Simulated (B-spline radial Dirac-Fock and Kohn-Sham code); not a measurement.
Ce⁺ 4f7/2: cross section and angular parameters

System: the Ce⁺ ion, configuration 1s2 2s2 2p6 3s2 3p6 3d10 4s2 4p6 4d10 4f1 5s2 5p6 5d2; threshold 15.80 eV (orbital energy of the model). Method: Dirac-Hartree-Slater photoionisation with a Latter tail; cross sections with all multipoles, angular parameters from the dipole term and its interference with E2. Computed with a radial finite-basis atomic code.

The run's input, task.json:

```json
{"items": [{
  "Z": 58,
  "q": 1,
  "cfg": [[1, 0, 2], [2, 0, 2], [2, 1, 6], [3, 0, 2], [3, 1, 6], [3, 2, 10], [4, 0, 2], [4, 1, 6], [4, 2, 10], [4, 3, 1], [5, 0, 2], [5, 1, 6], [5, 2, 2]],
  "A": 140,
  "rrms": 4.8771,
  "do": "xps",
  "hv": [63.4, 64.1, 80, 100, 127.0, 146.0, 155.0, 160.0, 221.0, 225.0, 288.0, 300, 400, 565.0, 704.0, 884.0, 899.0, 1000, 1130.0, 1550.0, 2000, 2350.0, 3990.0, 4150.0, 4260.0, 4880.0, 6590.0, 9251.7, 11600.0, 12000]
}]}
```

Command: `python xray2_run.py task.json out`

```csv
hν (eV),σ (kb),β,γ,δ
63.4,687,0.420,0.003,0.010
64.1,686,0.418,0.003,0.010
80,638,0.396,0.005,0.012
100,555,0.414,0.006,0.015
127,435,0.470,0.008,0.017
146,361,0.515,0.010,0.019
155,330,0.537,0.011,0.020
160,314,0.549,0.012,0.021
221,176,0.689,0.021,0.026
225,170,0.697,0.022,0.027
288,97.8,0.810,0.037,0.033
300,88.6,0.828,0.041,0.034
400,42.0,0.944,0.075,0.043
565,15.4,1.043,0.146,0.057
704,7.79,1.077,0.210,0.067
884,3.70,1.086,0.290,0.079
899,3.49,1.085,0.296,0.080
1000,2.44,1.080,0.338,0.087
1130,1.60,1.067,0.388,0.096
1550,0.514,1.008,0.526,0.123
2000,0.198,0.942,0.642,0.151
2350,0.106,0.895,0.718,0.173
3990,0.0124,0.736,0.977,0.273
4150,0.0105,0.724,0.997,0.283
4260,0.00943,0.716,1.010,0.289
4880,0.00526,0.676,1.074,0.325
6590,0.00140,0.591,1.197,0.416
9251.7,0.000302,0.504,1.307,0.544
11600,?,?,?,?
12000,9.00e-05,0.447,1.377,0.664
```

**Question.** Give the values at 11600 eV.

**Answer.** σ = 0.000105 kb, β = 0.455, γ = 1.368, δ = 0.647.
